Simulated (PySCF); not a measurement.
FH₆NOSi₂, SMILES O[Si@@H]([SiH2]F)N. Atoms are numbered in the order given.

```xyz
11

N     -1.6756    -1.1047     1.0413
Si    -1.0119     0.1508     0.0654
O     -0.4968     1.5533     0.8274
Si     1.0018    -0.5987    -0.8882
F      2.0761     0.5074    -0.2938
H     -1.1072    -1.6003     1.7218
H     -2.6413    -1.0524     1.3535
H     -2.1007     0.5236    -0.8779
H      0.4660     1.6461     0.8605
H      1.4552    -1.9458    -0.4239
H      1.0885    -0.5618    -2.3787
```
Charge 0, spin multiplicity 1.

Geometry: r2SCAN-D4/def2-SVP. The structure was generated by enumeration; whether it is a known compound was not checked. Other conformers were not sampled.

Two levels are set side by side: PBE/pcSseg-1 (PySCF) and B3LYP/pcSseg-1 (PySCF). GIAO shifts against CFCl3 (¹⁹F), H2O (¹⁷O), NH3 (¹⁵N), TMS (²⁹Si), TMS (¹H) at the same level; non-relativistic, no solvent, atoms listed together averaged. Differences are taken from unrounded values.

| quantity | B3LYP |
|---|---|
| δ(¹⁵N) of N1 (ppm) | 47.5 |
| δ(²⁹Si) of Si2 (ppm) | -31.0 |
| δ(¹⁷O) of O3 (ppm) | 79.8 |
| δ(²⁹Si) of Si4 (ppm) | 2.1 |
| δ(¹⁹F) of F5 (ppm) | -268.6 |
| δ(¹H) of H8 (ppm) | 5.01 |
| δ(¹H) of H9 (ppm) | 3.41 |
| δ(¹H) of H10, H11 (ppm) | 5.49 |

What does PBE give, and how far is it from B3LYP? (An estimate is asked for; the answer gives what the named calculation found.)


```csv
quantity,PBE,PBE minus B3LYP
δ(¹⁵N) of N1 (ppm),52.6,5.1
δ(²⁹Si) of Si2 (ppm),-29.9,1.1
δ(¹⁷O) of O3 (ppm),89.7,9.9
δ(²⁹Si) of Si4 (ppm),5.3,3.2
δ(¹⁹F) of F5 (ppm),-291.8,-23.1
δ(¹H) of H8 (ppm),5.31,0.30
δ(¹H) of H9 (ppm),3.43,0.03
"δ(¹H) of H10, H11 (ppm)",5.79,0.30
```

Rough cost on one machine, each run with all the roots and properties that it gave: B3LYP against PBE within a factor of 2.
